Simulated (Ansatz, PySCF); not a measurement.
Gas-phase reaction (SMILES): F[Si](Cl)(N[SiH3])O[SiH3] + N (NH3) + O (H2O) + 3 [SiH4] (SiH4) -> F[SiH3] [fluorosilane] + 2 N[SiH3] + 2 O[SiH3] + [SiH3]Cl [chlorosilane]; bond separation energy.

Structures are relaxed separately at B3LYP-D3(BJ)/def2-TZVP in Ansatz (a program for electronic structure), one conformer each, not searched for the lowest. Cores are frozen in the correlated levels unless marked. No spin-orbit coupling. Non-relativistic. Basis-set limits of correlation are two-point, X^-3; Hartree-Fock from the larger set. Thermal terms are rigid-rotor harmonic-oscillator values from B3LYP-D3(BJ) frequencies (Ansatz or PySCF) at 298.15 K and 1 atm. 1 Eh = 627.5095 kcal/mol.

| species | E, CCSD(T)/CBS(cc-pV(T+d)Z,cc-pV(Q+d)Z) (Ansatz) (Eh) | E, B3LYP-D3(BJ)/def2-TZVPD (Ansatz + dftd3) (Eh) | H - E (Eh) |
|---|---|---|---|
| F[Si](Cl)(N[SiH3])O[SiH3] | -1561.15517 | -1563.23984 | 0.09004 |
| F[SiH3] | -390.71665 | -391.27436 | 0.03157 |
| N (NH3) | -56.50369 | -56.58902 | 0.03799 |
| N[SiH3] | -346.79605 | -347.33613 | 0.05540 |
| O (H2O) | -76.37426 | -76.46738 | 0.02495 |
| O[SiH3] | -366.68281 | -367.23056 | 0.04319 |
| [SiH3]Cl | -750.69031 | -751.60414 | 0.03058 |
| [SiH4] (SiH4) | -291.45815 | -291.91976 | 0.03520 |

### Question
Work out ΔE and ΔH at 298.15 K at the first level, then ΔH at the second.

### Answer

1. ΔE = [(-390.71665) + 2×(-346.79605) + 2×(-366.68281) + (-750.69031)] - [(-1561.15517) + (-56.50369) + (-76.37426) + 3×(-291.45815)] = 0.04289 Eh = 26.9 kcal/mol at CCSD(T)/CBS(cc-pV(T+d)Z,cc-pV(Q+d)Z).
2. The terms H - E add up to 0.00075 Eh, so ΔH = (0.04289 + (0.00075))×627.5095 = 27.4 kcal/mol.
3. At B3LYP-D3(BJ)/def2-TZVPD the same steps give ΔE = 27.4 and ΔH = 27.9 kcal/mol, a shift of +0.5 from the first level.
4. These values are not checked against measurement here, since the tables used lack a sound gas-phase enthalpy of formation for at least one species.
